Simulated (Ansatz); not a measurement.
Stepwise reaction of `O=C=[N][Al]([Cl])[Cl]` with hydrogen, as a gas-phase model of exchange steps in deposition or etching. ΔE in kJ/mol; ΔG adds harmonic PBE0-D4 terms to CCSD(T)/CBS, at 1 bar.

Calculated with Ansatz (gas phase, PBE0-D4/def2-TZVP geometries, no zero-point term in ΔE). CCSD(T)/CBS adds triple-zeta CCSD(T) − MP2 to the extrapolated MP2 energy (def2 sets, frozen cores). This one scheme is used for every species. Functionals use def2-TZVPP. B3LYP here is the variant with VWN-RPA as its local correlation; programs differ in this. Each species was taken in one conformer, which may not be the lowest.

```
step                                                 reaction  PBE-D4  B3LYP-D4  ωB97M-V  CCSD(T)/CBS  ΔG(400 K)
   1  `O=C=[N][Al]([Cl])[Cl]` + H₂ → `O=C=[N][AlH][Cl]` + HCl   130.8     133.2    132.9        135.6      127.3
   2          `O=C=[N][AlH][Cl]` + H₂ → `O=C=[N][AlH2]` + HCl   144.1     145.7    146.3        148.1      143.9
```

(1) By hand: ΔE of the 2 steps together at CCSD(T)/CBS.

Results:

(1) (135.6) + (148.1) = 283.7 kJ/mol, or 141.8 kJ/mol a step.

In ΔE each step is higher than the one before. All are uphill at CCSD(T)/CBS. ΔG lies between 127.3 and 143.9 kJ/mol a step. PBE-D4 differs from CCSD(T)/CBS by -4.8 to -4.0 kJ/mol a step. Isolated molecules leave out the surface, adducts and barriers. Largest T1 diagnostic: 0.016.
